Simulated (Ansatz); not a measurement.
Geometry optimisation, RKS BHLYP-D4/6-31G* in Ansatz 0.2.0.

The input (input.yaml):

```yaml
crystal:
  periodic: [false, false, false]
  atoms:
    - { symbol: "N", position_ang: [-0.56824, 1.26129, -0.38537] }
    - { symbol: Si, position_ang: [0.38228, -0.16812, -0.37236] }
    - { symbol: "N", position_ang: [1.99344, 0.38138, -0.60384] }
    - { symbol: Cl, position_ang: [-0.02227, -1.02706, 1.42571] }
    - { symbol: H, position_ang: [-0.7477, 1.73053, -1.25704] }
    - { symbol: H, position_ang: [-0.45204, 1.92648, 0.35981] }
    - { symbol: H, position_ang: [0.15456, -1.1851, -1.39291] }
    - { symbol: H, position_ang: [2.73671, -0.29352, -0.66737] }
    - { symbol: H, position_ang: [2.30636, 1.19253, -0.09391] }
basis:
  gaussian: { orbitals: "6-31G*" }
hamiltonian:
  xc: { name: BHLYP }
  dispersion: d4
relax:
  f_tol: 0.015
  max_steps: 40
output:
  orbitals: {}
```

Command:

```bash
$ ansatz run input.yaml --threads 1 --pin off --max-ram 2048MiB --backend cpu --events-out ev --progress --plain --runs-dir out
```

Where does it end, and by what steps?

The run converged. After 10 steps the energy has fallen by 0.260 eV; H6 moved furthest, 0.98 Å.

| step | energy less start (eV) | largest force component (eV/Å) | accepted |
| --- | --- | --- | --- |
| 0 | 0.0000 | 1.401 | yes |
| 1 | -0.1356 | 0.439 | yes |
| 2 | -0.1624 | 0.469 | yes |
| 3 | -0.1896 | 0.555 | yes |
| 4 | -0.2241 | 0.248 | yes |
| 5 | -0.2425 | 0.536 | yes |
| 6 | -0.2345 | 0.465 | no |
| 7 | -0.2583 | 0.068 | yes |
| 8 | -0.2593 | 0.040 | yes |
| 9 | -0.2597 | 0.027 | yes |
| 10 | -0.2597 | 0.008 | yes |

```xyz
9
Properties=species:S:1:pos:R:3
N -0.452 1.375 -0.350
Si 0.452 -0.063 -0.311
N 2.071 0.329 -0.635
Cl 0.055 -0.850 1.576
H -0.387 2.003 -1.130
H -1.304 1.481 0.166
H 0.105 -1.153 -1.233
H 2.720 -0.375 -0.934
H 2.525 1.072 -0.136
```

Whether the end is a true minimum wasn't checked by a vibrational analysis.

Run time: 44 s on 1 thread of Arm Neoverse V1 (shared host), peak memory 0.16 GiB.
